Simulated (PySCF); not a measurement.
**Vibration and rotation of AgS**

UHF-CCSD(T) constants of AgS, ²Π (doublet), unpaired electrons π ↑ (PySCF, spin-free X2C with a Gaussian nucleus, basis sets Ag x2c-TZVPPall, S x2c-TZVPPall; masses 106.9051 and 31.9721 u):

```
ωe                      : 324.6 cm⁻¹
ωexe                    : 1.11 cm⁻¹
Be                      : 0.12907 cm⁻¹
αe                      : 0.000668 cm⁻¹
De to Ag (4d10 5s1) + S : 2.08 eV
```

**Question.** What force constant and bond length do these constants imply?

**Answer.** Reduced mass μred = 24.612 u; k = 5.8918×10⁻⁷·μred·ωe² (u, cm⁻¹, mdyn/Å) = 1.53 mdyn/Å; Re = √(16.8576/(μred·Be)) (u, cm⁻¹, Å) = 2.304 Å.

**Question.** Estimate the centrifugal constant D from the Kratzer relation and find the Dunham coefficient a1.

**Answer.** D = 4Be³/ωe² = 8.16e-08 cm⁻¹; a1 = −1 − αeωe/(6Be²) = -3.17.

Correlated steps freeze 19 core orbitals. These are scalar-relativistic numbers at best; spin–orbit coupling would shift them, the dissociation energy most. With d or f electrons several states lie close, and the lowest PBE0 determinant need not be the measured ground state.
